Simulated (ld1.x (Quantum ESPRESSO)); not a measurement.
Pseudopotential generation for sulfur (S): ultrasoft, PBE, scalar-relativistic.

The input file (ld1.x (Quantum ESPRESSO) 7.5):

```
&input
   title='S', zed=16., rel=1, dft='PBE', iswitch=3,
   config='[Ne] 3s2 3p2 3d-2',
   nld=3, rlderiv=1.60, eminld=-5.0, emaxld=5.0, deld=0.02
 /
 &inputp
   pseudotype=3, tm=.true., lloc=-2, rcloc=1.05,
   nlcc=.false.,
   which_augfun='PSQ', rmatch_augfun_nc=.true.,
   file_pseudopw='S.UPF', file_wfcaegen='ae.wfc', file_wfcncgen='nc.wfc', file_beta='beta', file_chi='chi', file_wfcusgen='us.wfc'
 /
6
3S  1  0   2.00   0.00  1.20  1.35  0.0
3S  1  0   0.00  -2.55  1.20  1.35  0.0
3P  2  1   2.00   0.00  1.10  1.20  0.0
3P  2  1   0.00  -0.55  1.10  1.20  0.0
3D  3  2  -2.00   0.05  1.20  1.45  0.0
3D  3  2  -2.00   2.55  1.20  1.45  0.0
 &test
   configts(1)='3s2 3p2'
 /
```

Command:

```bash
ld1.x < S.in > S.out
```

Resulting log (shortened: banner, matrices, multipoles, cross overlaps and the repeated all-electron block are left out):

```
Program LD1 v.7.5
     --------------------------- All-electron run ----------------------------

     S
     scalar relativistic calculation

     atomic number is 16.00
     dft =PBE   lsd =0 sic =0 latt =0  beta=0.20 tr2=1.0E-14
     Exchange-correlation= PBE
                           (   1   4   3   4   0   0   0)
     mesh =1151 r(mesh) =  99.72449 a.u. xmin = -7.00 dx = 0.01250
     1 Ry =  13.60569312 eV, c = 137.03599908

     n l     nl                  e(Ry)          e(Ha)          e(eV)
     1 0     1S 1( 2.00)      -178.7783       -89.3891     -2432.4020
     2 0     2S 1( 2.00)       -17.4513        -8.7256      -237.4367
     2 1     2P 1( 6.00)       -13.3994        -6.6997      -182.3087
     3 0     3S 1( 2.00)        -2.8955        -1.4478       -39.3954
     3 1     3P 1( 2.00)        -2.0564        -1.0282       -27.9793

     final scf error:  7.1E-15 reached in  22 iterations

     Etot =    -795.590456 Ry,    -397.795228 Ha,  -10824.559602 eV

     Ekin =     798.727953 Ry,     399.363977 Ha,   10867.247420 eV
     Encl =   -1872.056628 Ry,    -936.028314 Ha,  -25470.627987 eV
     Eh   =     327.276227 Ry,     163.638113 Ha,    4452.819905 eV
     Exc  =     -49.538008 Ry,     -24.769004 Ha,    -673.998941 eV

     normalization and overlap integrals

     s(1S/1S) =  1.000000  <r> =   0.0969  <r2> =    0.0126  r(max) =   0.0633
     s(2S/2S) =  1.000000  <r> =   0.4785  <r2> =    0.2724  r(max) =   0.3877
     s(2P/2P) =  1.000000  <r> =   0.4417  <r2> =    0.2438  r(max) =   0.3254
     s(3S/3S) =  1.000000  <r> =   1.5774  <r2> =    2.8557  r(max) =   1.3701
     s(3P/3P) =  1.000000  <r> =   1.7665  <r2> =    3.6338  r(max) =   1.4954

     ------------------------ End of All-electron run ------------------------

     --------------------- Generating US pseudopotential ---------------------

      Generating local potential from pseudized AE potential:
      Matching radius rcloc =   1.0500
      Enforcing V''(0)=0 (lloc=-2)

      Local pseudo, rcloc= 1.054 Estimated cut-off energy=    27.43 Ry
      Wfc-us  3S rcutus= 1.353  Estimated cut-off energy=    24.15 Ry
      Wfc-us  3S rcutus= 1.353  Estimated cut-off energy=    24.66 Ry
      Wfc-us  3P rcutus= 1.194  Estimated cut-off energy=    50.05 Ry
      Wfc-us  3P rcutus= 1.194  Estimated cut-off energy=    52.07 Ry
      Wfc-us  3D rcutus= 1.459  Estimated cut-off energy=    53.04 Ry
      Wfc-us  3D rcutus= 1.459  Estimated cut-off energy=    62.47 Ry

     Q pseudized with Bessel functions
     Expected ecutrho=     365.3380 due to l1=  2   l2=  2

     ------------------- End of pseudopotential generation -------------------

     Computing logarithmic derivative in   1.60188
     Computing logarithmic derivative in   1.60188
     Computing the partial wave expansion
     R is outside the sphere for l=    0 j= 0.00
     R is outside the sphere for l=    0 j= 0.00
     R is outside the sphere for l=    1 j= 0.00
     R is outside the sphere for l=    1 j= 0.00
     R is outside the sphere for l=    2 j= 0.00
     R is outside the sphere for l=    2 j= 0.00

     ---------------------- Testing the pseudopotential ----------------------

     S
     scalar relativistic calculation

     atomic number is 16.00   valence charge is  6.00
     dft =PBE   lsd =0 sic =0 latt =0  beta=0.20 tr2=1.0E-14
     mesh =1151 r(mesh) =  99.72449 xmin = -7.00 dx = 0.01250

     n l     nl             e AE (Ry)        e PS (Ry)    De AE-PS (Ry)
     1 0     3S   1( 2.00)       -2.89551       -2.89552        0.00001
     2 1     3P   1( 2.00)       -2.05644       -2.05644       -0.00000

     eps = 4.6E-15  iter =  3

     Etot =    -795.590456 Ry,    -397.795228 Ha,  -10824.559602 eV
     Etotps =   -17.690264 Ry,      -8.845132 Ha,    -240.688299 eV

     Ekin =       5.429098 Ry,       2.714549 Ha,      73.866641 eV
     Encl =     -32.734364 Ry,     -16.367182 Ha,    -445.373709 eV
     Ehrt =       8.614033 Ry,       4.307017 Ha,     117.199891 eV
     Ecxc =      -2.892110 Ry,      -1.446055 Ha,     -39.349156 eV
     Epseu=       3.893079 Ry,       1.946539 Ha,      52.968032 eV

     ---------------------- End of pseudopotential test ----------------------
```

Generation and configuration tests took about 2.2 s on one core of a shared server CPU.
